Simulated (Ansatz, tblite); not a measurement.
Removing and adding an electron: Si(iPr)H3 (C₃H₁₀Si). Total charge 0; singlet. Geometry: PBE0-D4/def2-SVP. Ansatz, gas phase; energy differences of separate SCF runs; the oxidised species was run as a doublet alone; the reduced species was run as a doublet alone.

```xyz
14

Si    0.553    1.318    0.895
C     0.344   -0.242   -0.162
C    -0.358    0.072   -1.483
C    -0.374   -1.345    0.617
H     1.372   -0.586   -0.387
H     0.181    0.831   -2.070
H    -1.381    0.449   -1.313
H    -0.446   -0.832   -2.110
H    -0.456   -2.266    0.015
H     0.151   -1.605    1.550
H    -1.399   -1.041    0.886
H     1.276    2.383    0.131
H     1.327    1.014    2.140
H    -0.790    1.851    1.292
```

The xTB rows come from tblite. Correlated methods freeze 8 core orbitals.

```csv
level,−HOMO (eV),vertical IE (eV),−LUMO (eV),vertical EA (eV),HOMO–LUMO gap (eV),IE − EA (eV),remarks
GFN1-xTB,11.60,14.44,5.41,–,6.19,–,–
GFN2-xTB,10.48,13.38,4.76,1.34,5.72,12.04,–
HF/def2-TZVP,–,9.53,–,–,–,–,–
PBE-D4/def2-TZVP,6.87,9.88,0.13,–,6.73,–,–
PBE-D4/def2-TZVPD,6.88,–,0.48,-0.99,6.40,–,HOMO above zero (-1 doublet)
r2SCAN-D4/def2-TZVP,7.11,9.95,-0.37,–,7.47,–,–
r2SCAN-D4/def2-TZVPD,7.11,–,-0.13,-1.21,7.24,–,HOMO above zero (-1 doublet)
PBE0-D4/def2-TZVP,8.10,10.11,-0.67,–,8.77,–,–
PBE0-D4/def2-TZVPD,8.10,–,-0.20,-1.16,8.30,–,HOMO above zero (-1 doublet)
MP2/def2-TZVP,–,10.44,–,–,–,–,–
CCSD/def2-TZVP,–,10.32,–,–,–,–,–
CCSD(T)/def2-TZVP,–,10.33,–,–,–,–,–
```

   A HOMO above zero means that the electron is unbound at that level or that self-interaction error raises the level; the energy of removing that electron tells which. Raw xTB energy differences between charge states are shifted by several eV; the methods need an empirical correction for them. A negative affinity means that the extra electron isn't bound; its size then hangs on the basis.
